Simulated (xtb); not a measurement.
CH4Te, SMILES C[TeH]. All values are semi-empirical tight-binding results from xtb (GFN2-xTB unless named), good for trends rather than for accurate numbers. Geometry optimised at GFN2-xTB.

The point group as xtb finds it is Cs and the orbital gap is 4.31 eV. The zero-point energy comes out as 26.4 kcal/mol. The G − E(el) at 298.15 K (modified RRHO) comes out as 9.6 kcal/mol. The static polarisability (D4 model) comes out as 55.0 bohr³, the solvation energy, GFN2-xTB/ALPB(water) comes out as -0.9 kcal/mol and the solvation energy, GFN2-xTB/ALPB(dmf) comes out as -3.3 kcal/mol.
